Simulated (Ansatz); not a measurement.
`N[SiH2][Si](N)(F)F`. Charge 0, multiplicity 1. All single points use the PBE0-D4/def2-TZVP geometry. It is one conformer, not always the lowest.

```xyz
12

N    -1.815   -0.299    0.661
Si   -0.341   -1.197    0.526
Si    1.069    0.135   -0.777
N     1.040    1.712   -0.176
F     0.618    0.040   -2.312
F     2.582   -0.365   -0.818
H    -2.461   -0.543    1.396
H    -2.321   -0.073   -0.181
H    -0.454   -2.569   -0.055
H     0.206   -1.340    1.901
H     0.231    2.046    0.322
H     1.646    2.454   -0.487
```

(1) What is the dipole moment at ωB97M-V/def2-TZVPP? (An estimate is asked.)

(2) And with PBE, r2SCAN, B3LYP? (Estimate.)

(3) Give the Mulliken charges with ωB97M-V, r2SCAN, B3LYP in def2-TZVPP. (An estimate is asked.)

Answers

(1) Ansatz gave: 3.22 D, with components (-2.54, 1.37, 1.43) D in this frame, pointing from negative to positive charge.

(2) Ansatz gave: PBE 3.20 D, r2SCAN 3.23 D, B3LYP 3.22 D.

(3) Ansatz gave: 
```json
{"atom": "N1", "ωB97M-V": "-0.38", "r2SCAN": "-0.46", "B3LYP": "-0.42"}
{"atom": "Si2", "ωB97M-V": "0.19", "r2SCAN": "0.28", "B3LYP": "0.25"}
{"atom": "Si3", "ωB97M-V": "0.76", "r2SCAN": "0.80", "B3LYP": "0.79"}
{"atom": "N4", "ωB97M-V": "-0.35", "r2SCAN": "-0.45", "B3LYP": "-0.39"}
{"atom": "F5", "ωB97M-V": "-0.31", "r2SCAN": "-0.32", "B3LYP": "-0.32"}
{"atom": "F6", "ωB97M-V": "-0.31", "r2SCAN": "-0.32", "B3LYP": "-0.32"}
{"atom": "H7", "ωB97M-V": "0.11", "r2SCAN": "0.15", "B3LYP": "0.14"}
{"atom": "H8", "ωB97M-V": "0.12", "r2SCAN": "0.16", "B3LYP": "0.14"}
{"atom": "H9", "ωB97M-V": "-0.05", "r2SCAN": "-0.10", "B3LYP": "-0.09"}
{"atom": "H10", "ωB97M-V": "-0.02", "r2SCAN": "-0.07", "B3LYP": "-0.07"}
{"atom": "H11", "ωB97M-V": "0.13", "r2SCAN": "0.17", "B3LYP": "0.15"}
{"atom": "H12", "ωB97M-V": "0.12", "r2SCAN": "0.16", "B3LYP": "0.14"}
```

B3LYP here is the variant with VWN-RPA as its local correlation; programs differ in this.
